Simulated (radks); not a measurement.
Values are calculated unless marked as measured or tabulated.
Q: Coherent X-ray form factor from a spherical all-electron density. Level of theory: Dirac Kohn-Sham, PBE, spin-unpolarised, spherical densities, point nucleus (a radial shooting solver on a logarithmic mesh with Libxc functionals).

sin(theta)/lambda (1/angstrom)  f0 (electrons)
0.05                                    53.371
0.1                                     51.603
0.15                                    49.011
0.2                                     45.989
0.25                                    42.894
0.3                                     39.967
0.4                                     34.984
0.5                                     31.043
0.6                                     27.766
0.8                                     22.538
1                                       18.923
1.25                                    15.997
1.5                                     13.772
2                                        9.883

The species is in the configuration that NIST lists as its ground one. Which atom or ion scatters so?

A: The cerium ion Ce4+, [Xe]. Extrapolating in s^2 from the first two rows gives f0(0) = 54.0, near the electron count 54; among species with that count, the fall with angle is slower the higher Z, and the table is that of Z = 58; from so few rows the species is fixed only to a neighbour or two.
